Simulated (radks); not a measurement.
The numbers below are computed, except where a source is named.
Species: S. Configuration: [Ne] 3s2 3p4. Code: a radial shooting solver on a logarithmic mesh with Libxc functionals. Model: scalar-relativistic Kohn-Sham, BLYP, spin-unpolarised, spherical densities, finite nucleus; Fermi nuclear charge, rms radius 3.2611 fm.

Unscreened Slater integrals over Kohn-Sham orbitals (hartree).

\begin{tabular}{lr}
integral & value \\ \hline
F0(3p,3p) & 0.43822 \\
F2(3p,3p) & 0.21518 \\
F0(3p,3s) & 0.48002 \\
G1(3p,3s) & 0.30909 \\
F0(3p,2p) & 0.60915 \\
F2(3p,2p) & 0.093077 \\
G0(3p,2p) & 0.036541 \\
G2(3p,2p) & 0.036118 \\
F0(3p,2s) & 0.60319 \\
G1(3p,2s) & 0.028049 \\
F0(3s,3s) & 0.53461 \\
F0(3s,2p) & 0.71643 \\
G1(3s,2p) & 0.050830 \\
F0(3s,2s) & 0.71057 \\
G0(3s,2s) & 0.040659 \\
F0(2p,2p) & 2.0742 \\
F2(2p,2p) & 0.95856 \\
F0(2p,2s) & 1.9637 \\
G1(2p,2s) & 1.1634 \\
F0(2s,2s) & 1.8909 \\
\end{tabular}

Derived for the open shells (J is the average intra-shell exchange parameter used in DFT+U). 3p: J = F2/5 = 0.04304 hartree; in LS coupling 1D lies 6 F2/25 = 0.05164 hartree above 3P.
